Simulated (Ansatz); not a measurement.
A nudged elastic band was laid between two geometries of AlH7O2Si (11 atoms, charge 0, multiplicity 1).

Computed with RKS revPBE/def2-SVP (Ansatz 0.2.0).

* movable images: 7
* climbing image: yes
* spring: 5.0 eV/Å²
* optimiser: quadratic models (default)
* start path: through a guess of the saddle point
* force threshold: 0.05 eV/Å
* iteration limit: 60
* end points: relaxed

Initial state:

```xyz
11
Properties=species:S:1:pos:R:3
Si -0.021 0.066 0.113
H -0.731 -0.568 1.277
O 1.790 -0.037 0.044
H 2.158 -0.588 -0.669
H -0.676 1.253 -0.526
H -0.163 -1.013 -0.962
O 0.737 1.454 1.548
Al 2.541 1.155 1.374
H 3.176 0.322 2.591
H 3.356 2.303 0.611
H 0.267 1.450 2.398
```

Final state:

```xyz
11
Properties=species:S:1:pos:R:3
Si 0.561 0.085 -0.305
H -1.874 1.210 3.441
O 2.262 0.330 -0.768
H 2.766 -0.318 -1.293
H -0.314 0.909 -1.201
H 0.256 -1.379 -0.463
O 0.807 0.666 1.212
Al 2.622 0.938 1.190
H 3.523 -0.229 1.824
H 3.088 2.468 1.178
H -1.265 1.117 2.985
```

Task: What changes between the two ends?

Result: Bonds broken: Si1–H2, O7–H11. Bonds formed: H2–H11. AlH7O2Si becomes AlH5O2Si + H2.

Task: What energy profile does the band end with?

Result: The run converged. The highest image is number 3 of 0 to 8, 1.02 eV above the first end and 1.21 eV above the last; the last end lies 0.19 eV below the first. The profile has 3 maxima (images 1, 3, 5) with wells between them (images 2, 4): this band takes more than one step, which may be the mechanism or a detour left from its start path. Neighbouring images differ by up to 1.2 eV, so the band resolves the path poorly. A vibrational analysis at the climbing image gives one clearly imaginary mode, 1327i cm⁻¹: a first-order saddle point. The orbitals stay closed-shell, which can raise the energy where a bond breaks towards radicals; this wasn't checked here.

```csv
image,path coordinate (Å),energy (eV),Si1–H2 (Å),O7–H11 (Å),H2–H11 (Å)
0,0.00,0.00,1.50,0.97,2.52
1,1.05,0.09,1.53,0.97,2.36
2,2.10,0.00,1.53,0.97,2.35
3,3.16,1.02,1.76,1.23,1.07
4,6.04,-0.19,4.45,2.79,0.77
5,8.91,0.09,4.37,4.16,0.77
6,11.79,0.01,4.61,4.06,0.77
7,14.67,0.01,4.99,3.10,0.77
8,17.55,-0.19,4.61,2.76,0.77
```

Task: What is the geometry of the highest image?

Result: 
```xyz
11
Properties=species:S:1:pos:R:3:forces:R:3
Si 0.149 0.240 0.259 0.00 0.00 0.00
H -1.229 0.462 1.338 0.00 0.00 0.00
O 1.945 0.299 -0.309 0.00 0.00 0.00
H 2.316 -0.396 -0.878 0.00 0.00 0.00
H -0.476 1.022 -0.852 0.00 0.00 0.00
H -0.039 -1.246 0.203 0.00 0.00 0.00
O 0.808 1.041 1.664 0.00 0.00 0.00
Al 2.656 1.052 1.319 0.00 0.00 0.00
H 3.466 -0.079 2.116 0.00 0.00 0.00
H 3.230 2.523 1.071 0.00 0.00 0.00
H -0.395 0.878 1.867 0.00 0.00 0.00
```

The band took 51 iterations and about 21 core-minutes.

The run took 11 min on 2 threads of Arm Neoverse V1 (shared host), peak memory 0.15 GiB.
